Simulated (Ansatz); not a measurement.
`C=C[SiH2][SiH2]S`, relaxed with RKS PBE-D4/def2-SVP in Ansatz 0.2.0 from a rough embedded geometry. The force threshold is 0.03 eV/Å; the program also tests the step.

Charge 0, multiplicity 1.

Start:

```xyz
13

C    -1.167   -0.596    1.793
C    -1.095    0.364    0.935
Si   -0.830    0.134   -0.844
Si    1.397    0.382   -1.471
S     2.667   -0.898   -0.302
H    -1.054   -1.674    1.623
H    -1.321   -0.377    2.884
H    -1.203    1.362    1.208
H    -1.731    1.074   -1.602
H    -1.307   -1.258   -1.253
H     1.782    1.824   -1.071
H     1.611    0.180   -2.877
H     2.251   -0.516    0.977
```

| step | energy (eV) | largest force (eV/Å) | largest move (Å) |
| --- | --- | --- | --- |
| 1 | -28768.8825 | 3.970 | 0.000 |
| 2 | -28769.2304 | 1.128 | 0.193 |
| 3 | -28769.3130 | 0.657 | 0.106 |
| 4 | -28769.3456 | 0.258 | 0.064 |
| 5 (rejected) | -28769.2701 | 0.674 | 0.184 |
| 6 | -28769.3598 | 0.065 | 0.091 |
| 7 | -28769.3631 | 0.139 | 0.076 |
| 8 | -28769.3670 | 0.129 | 0.149 |
| 9 | -28769.3681 | 0.124 | 0.053 |
| 10 | -28769.3694 | 0.033 | 0.030 |
| 11 | -28769.3699 | 0.036 | 0.016 |
| 12 | -28769.3706 | 0.016 | 0.033 |
| 13 | -28769.3709 | 0.026 | 0.051 |

End:

```xyz
13

C    -1.010   -0.637    1.826
C    -1.048    0.373    0.930
Si   -0.893    0.139   -0.930
Si    1.389    0.471   -1.421
S     2.481   -0.851   -0.093
H    -0.949   -1.694    1.511
H    -1.051   -0.456    2.914
H    -1.110    1.409    1.315
H    -1.779    1.108   -1.670
H    -1.262   -1.273   -1.300
H     1.777    1.919   -1.247
H     1.770    0.050   -2.814
H     1.684   -0.559    0.980
```

Run time 21 s (4 threads of an Arm Neoverse V1 on a shared host); peak host memory 0.17 GiB.
